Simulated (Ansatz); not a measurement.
C₃H₄SSi, SMILES `[SiH3]C#CC=S`, relaxed with RKS PBE0-D4/def2-TZVP in the Gaussian-basis code of Ansatz from a PBE-D4/def2-SVP geometry. The force threshold is 0.005 eV/Å; the program also tests the step.

Charge 0, multiplicity 1.

Start:

```xyz
9

Si    1.118   -0.116   -1.694
C     0.063   -0.035   -0.192
C    -0.624    0.031    0.837
C    -1.417    0.098    2.002
S    -0.939    0.796    3.415
H     1.509    1.279   -2.090
H     2.350   -0.916   -1.377
H     0.364   -0.770   -2.816
H    -2.425   -0.366    1.915
```

Q: By how much does the energy fall, and how many steps does the optimiser take? (Best estimate.)

A: Computed: 1.49 kcal/mol, in 7 steps, 2 of them rejected.

Q: Which bonds change most? (Estimate.)

A: Ansatz gave: C4–S5 from 1.647 to 1.619 Å; C2–C3 from 1.239 to 1.215 Å; C4–H9 from 1.113 to 1.092 Å; Si1–H7 from 1.502 to 1.483 Å.

Q: Give the relaxed structure. (Estimate.)

A: Ansatz gave: 
```xyz
9

Si    1.110   -0.115   -1.679
C     0.067   -0.035   -0.183
C    -0.605    0.032    0.826
C    -1.401    0.097    1.981
S    -0.942    0.782    3.375
H     1.487    1.265   -2.067
H     2.323   -0.907   -1.365
H     0.352   -0.762   -2.776
H    -2.390   -0.357    1.888
```
